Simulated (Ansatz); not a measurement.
Cost and result for the atomization energy of `[CH3][Al]([OH])[CH2]F` (11 atoms, 10 bonds).

```xyz
11

C    -1.791   -0.140   -0.444
Al    0.098    0.283   -0.356
O     0.755    1.328   -1.525
C     1.308   -0.440    1.043
F     0.590   -1.276    1.911
H    -1.967   -1.206   -0.273
H    -2.343    0.396    0.335
H    -2.225    0.135   -1.408
H     1.666    1.608   -1.563
H     1.774    0.344    1.653
H     2.135   -1.031    0.628
```

The species carries charge 0 and has multiplicity 1. The geometry is a stationary point of PBE0-D4/def2-TZVP. It is one conformer, not always the lowest. Program: Ansatz. All runs use 4 threads of an Intel Xeon Platinum 8259CL on a shared host. Times are those of one run each, without the atoms' runs, and a repeat can differ threefold. Electronic energies, without spin–orbit coupling; frozen cores. CCSD(T)/CBS adds CCSD(T) − MP2 in def2-TZVPP to the MP2 limit, and its time is that of the two runs behind it. T1 = 0.012. B3LYP takes the VWN-RPA correlation (the form of Gaussian; ORCA's B3LYP/G).

CCSD(T)/CBS is a level of theory with its own doubt, some kJ/mol a heavy atom from the limit and from the frozen cores, so smaller differences don't rank the functionals.

| level | functions | wall time |
| --- | --- | --- |
| PBE-D4/def2-TZVPP (with forces) | 250 | 2.3 s |
| PBE0-D4/def2-TZVPP | 250 | 2.7 s |
| r2SCAN-D4/def2-TZVPP (with forces) | 250 | 4 s |
| B3LYP-D4/def2-TZVPP (with forces) | 250 | 4.3 s |
| B2PLYP/def2-TZVPP | 250 | 4.8 s |
| ωB97X-V/def2-TZVPP | 250 | 7 s |
| ωB97M-V/def2-TZVPP (with forces) | 250 | 9.5 s |
| MP2/def2-QZVPP | 478 | 19 s |
| CCSD(T)/def2-TZVPP | 250 | 95 s |
| CCSD(T)/CBS(def2) | – | 110 s |

(1) What atomization energy does each give, and how far from CCSD(T)/CBS? (An estimate is asked.)

## Answers

(1) Ansatz gave: 
```csv
level,atomization (kcal/mol),difference from CCSD(T)/CBS,per bond
PBE-D4/def2-TZVPP (with forces),990.2,13.4,1.3
PBE0-D4/def2-TZVPP,970.9,-5.9,-0.6
r2SCAN-D4/def2-TZVPP (with forces),977.5,0.7,0.1
B3LYP-D4/def2-TZVPP (with forces),972.4,-4.4,-0.4
B2PLYP/def2-TZVPP,964.7,-12.1,-1.2
ωB97X-V/def2-TZVPP,975.5,-1.3,-0.1
ωB97M-V/def2-TZVPP (with forces),977.3,0.5,0.1
MP2/def2-QZVPP,985.3,8.5,0.9
CCSD(T)/def2-TZVPP,951.1,-25.7,-2.6
CCSD(T)/CBS(def2),976.8,0.0,0.0
```

From PBE to PBE0 (25 % exact exchange), in def2-TZVPP and without D4, the atomization energy moves by −18.7 kcal/mol: exact exchange takes away binding that semilocal exchange gives to molecules. In def2-TZVPP, CCSD(T) changes the Hartree–Fock value by +238.9 kcal/mol (the triples alone add +13.3 kcal/mol) and MP2 by +257.8 kcal/mol; breaking electron pairs costs correlation energy, which Hartree–Fock lacks. The D4 term adds +6.4 kcal/mol with B3LYP and +3.4 kcal/mol with PBE0; it sums over pairs of atoms, weighted by their polarisabilities, and B3LYP, whose exchange is more repulsive, gets the larger term.
